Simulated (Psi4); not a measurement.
Intermolecular potential of HCl ··· CH3Br (SMILES Cl and CBr). Monomers: optimised at B3LYP-D3(BJ) (def2-TZVP), held rigid. Orientation: lowest of the rigid-body minima from ten starts at GFN2-xTB. R is the distance of the centres of mass, along which the second monomer moves.

Calculation: SAPT0/jun-cc-pVDZ, frozen core (Psi4).

Components in kcal/mol:

| R / Å | electrostatics | exchange | induction | dispersion | total |
|---|---|---|---|---|---|
| 3.08 | -15.07 | 32.84 | -7.57 | -5.70 | 4.50 |
| 3.26 | -9.99 | 19.05 | -4.55 | -4.01 | 0.50 |
| 3.43 | -6.96 | 11.30 | -2.82 | -2.91 | -1.40 |
| 3.65 | -4.58 | 5.68 | -1.54 | -1.95 | -2.39 |
| 3.84 | -3.33 | 3.11 | -0.92 | -1.40 | -2.53 |
| 4.03 | -2.50 | 1.70 | -0.56 | -1.02 | -2.38 |
| 4.32 | -1.71 | 0.67 | -0.27 | -0.63 | -1.94 |
| 4.66 | -1.16 | 0.22 | -0.12 | -0.38 | -1.44 |
| 5.17 | -0.71 | 0.04 | -0.04 | -0.18 | -0.90 |
| 5.87 | -0.40 | 0.00 | -0.02 | -0.08 | -0.49 |
| 6.82 | -0.21 | 0.00 | -0.01 | -0.03 | -0.25 |
| 8.16 | -0.10 | 0.00 | 0.00 | -0.01 | -0.11 |
